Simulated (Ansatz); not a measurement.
System: sum formula H$_{2}$SiO, net charge -1, doublet state. 
Coordinates optimised at B3LYP-D3(BJ)/def2-TZVP (Ansatz, a first-principles code):
```
Si
O 1 1.5744
H 1 1.5389 2 116.21
H 1 1.5389 3 100.54 2 -126.32
```
Charge -1, spin multiplicity 2.

Basis-set convergence of Hartree-Fock and MP2 correlation energies (hartree) with Ansatz. Valence correlation only, unless marked. Open shells are spin-unrestricted. No spin-orbit coupling. Non-relativistic.

```tsv
basis	functions	E(HF)	E(corr, MP2)
aug-cc-pV(D+d)Z	73	-364.96674	-0.31532
aug-cc-pV(T+d)Z	147	(withheld)	(withheld)
```

**Question.** Some entries are withheld; supply them.

**Answer.** 
- aug-cc-pV(T+d)Z, E(HF): -365.00211
- aug-cc-pV(T+d)Z, E(corr, MP2): -0.37948
